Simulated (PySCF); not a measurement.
# How methods differ on the interval between two levels of Pt

Pt [Xe] 4f14 5d9 6s1 [3D3, M_J = 3] → Pt [Xe] 4f14 5d8 6s1 7s1 [5F5, M_J = 5], as a difference of total energies. Calculation: PySCF 2.14, in x2c-SVPall-2c with one added diffuse shell each of s, d type (8s9p10d2f, 99 functions); the two-component X2C-1e Hamiltonian. Correlated levels: [Kr] 4d10 4f14 frozen; the 22 highest virtual spinors dropped. "Screened" scales the spin-orbit matrix elements by Boettger's factors to mimic the two-electron term; Breit and QED terms are absent.

| method | interval between two levels (cm⁻¹) |
| --- | --- |
| GHF (spin-free) | 44883 |
| GMP2 (spin-free) | 56086 |
| GHF (screened spin-orbit) | 41675 |
| GMP2 (screened spin-orbit) | 52799 |

The labels give the starting determinants; with spin-orbit coupling the two ends relaxed to ⟨J²⟩ = 12.03, ⟨L²⟩ = 6.16, ⟨S²⟩ = 2.14 and ⟨J²⟩ = 30.01, ⟨L²⟩ = 12.35, ⟨S²⟩ = 6.02.
